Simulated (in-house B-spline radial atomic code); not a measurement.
Response of Ar as one setting changes: the share of exact exchange in a PBE hybrid. A dash marks a strongly mixed or unbound state. Computed with a B-spline radial code for spherical atoms: linear response of the closed shell [Ne] 3s2 3p6 with the functional's adiabatic kernel; non-relativistic, point nucleus, no spin-orbit coupling, no double excitations, S, P, D and F terms only. Only terms of natural parity with L up to 3 were computed.

```tsv
share of exact exchange in a PBE hybrid	lowest 1P (eV)	lowest 3P, Tamm-Dancoff (eV)	minus highest occupied level (eV)	α (bohr³)
0	-	3p → 4s 9.871	10.286	11.94
0.1	3p → 4s 10.334	3p → 4s 10.197	10.961	11.72
0.2	3p → 4s 10.668	3p → 4s 10.514	11.639	11.52
0.3	3p → 4s 10.994	3p → 4s 10.825	12.320	11.33
0.4	?	?	?	?
0.5	?	?	?	?
0.6	3p → 4s 11.938	3p → 4s 11.724	14.376	10.83
0.7	3p → 4s 12.243	3p → 4s 12.014	15.066	10.68
0.8	3p → 4s 12.545	3p → 4s 12.300	15.757	10.53
0.9	3p → 4s 12.842	3p → 4s 12.581	16.451	10.4
1	3p → 4s 13.135	3p → 4s 12.858	17.147	10.27
```

**Question.** What belongs in the row for 0.4?

**Answer.** lowest 1P (eV): 3p → 4s 11.314; lowest 3P, Tamm-Dancoff (eV): 3p → 4s 11.130; minus highest occupied level (eV): 13.003; α (bohr³): 11.15.

**Question.** What belongs in the row for 0.5?

**Answer.** lowest 1P (eV): 3p → 4s 11.628; lowest 3P, Tamm-Dancoff (eV): 3p → 4s 11.429; minus highest occupied level (eV): 13.688; α (bohr³): 10.98.
